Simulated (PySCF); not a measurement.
Fill in the blanks.

Compound: C₆H₃ClO₂.
Atom-mapped SMILES: `[O:1]=[C:2]1[CH:3]=[CH:4][C:5]([Cl:6])=[CH:7][C:8]1=[O:9]` (hydrogens: H10 on C3; H11 on C4; H12 on C7)

```tsv
property	level	value
point group	PBE0-D3(BJ)/def2-SVP	?
rotational constants A, B, C	PBE0-D3(BJ)/def2-SVP	3.117, 0.914, 0.707 GHz
dipole moment	CAM-B3LYP/def2-SVPD	?
HOMO energy	CAM-B3LYP/def2-SVPD	-9.18 eV
LUMO energy	CAM-B3LYP/def2-SVPD	-2.98 eV
lowest singlet excitation	TDDFT CAM-B3LYP/def2-SVPD	2.15 eV (578 nm, f = 0.000)
strongest line among the 10 lowest singlet transitions	TDDFT CAM-B3LYP/def2-SVPD	?
lowest triplet excitation (Tamm–Dancoff)	TDA CAM-B3LYP/def2-SVPD	?
static isotropic polarisability	CAM-B3LYP/def2-SVPD	89.8 au
vertical ionisation energy	ΔSCF CAM-B3LYP/def2-SVPD	?
vertical electron affinity	ΔSCF CAM-B3LYP/def2-SVPD	2.27 eV
electronic spatial extent ⟨r²⟩ about the centre of nuclear charge	CAM-B3LYP/def2-SVPD	1436 bohr²
13C chemical shifts (computed TMS as zero) by class	GIAO CAM-B3LYP/pcSseg-1	?
1H chemical shifts (computed TMS as zero) by class	GIAO CAM-B3LYP/pcSseg-1	6.73 (H11), 6.44 (H12), 6.18 (H10) ppm
isotropic shieldings of nuclei other than C and H, by class	GIAO CAM-B3LYP/pcSseg-1	-424 (O1), -406 (O9), 662 (Cl6) ppm
```

Electronic properties: PySCF, gas phase, density fitting. Geometry: PBE0-D3(BJ)/def2-SVP; no solvent, vibrations or thermal averaging.

Question: Give the strongest line among the 10 lowest singlet transitions.

Answer: S10 at 6.80 eV (182 nm, f = 0.299).

Question: Give the dipole moment.

Answer: 4.79 D.

Question: What are the 13C chemical shifts (computed TMS as zero) by class?

Answer: 183.9 (C2), 182.0 (C8), 163.6 (C5), 150.1 (C4), 139.5 (C3), 137.9 (C7) ppm.

Question: Give the point group.

Answer: Cs.

Question: What is the vertical ionisation energy?

Answer: 9.88 eV.

Question: What is the lowest triplet excitation (Tamm–Dancoff)?

Answer: 1.69 eV.

The dipole equals about 16.0 × 10⁻³⁰ C·m (1 D = 3.33564 × 10⁻³⁰ C·m). 1 of the 10 computed singlets lies in the visible range (750 to 380 nm, 1.65 to 3.26 eV), with an oscillator strength of 0.000. The largest Löwdin shares of the LUMO are 0.15 on O1, 0.15 on O9, 0.12 on C2 and 0.12 on C5. The vertical singlet–triplet gap S1 − T1 is 0.46 eV (TDDFT singlet less Tamm–Dancoff triplet; S1: HOMO→LUMO, weight 0.95; T1: HOMO→LUMO, weight 0.92). −ε(LUMO) is 2.98 eV against a ΔSCF electron affinity of 2.27 eV. The ΔSCF ionisation energy exceeds −ε(HOMO) by 0.70 eV with CAM-B3LYP.

For the NMR shielding job (CAM-B3LYP/pcSseg-1), time: 51 s; peak memory 0.87 GiB. Hardware: Arm Neoverse N1, one thread (shared host).
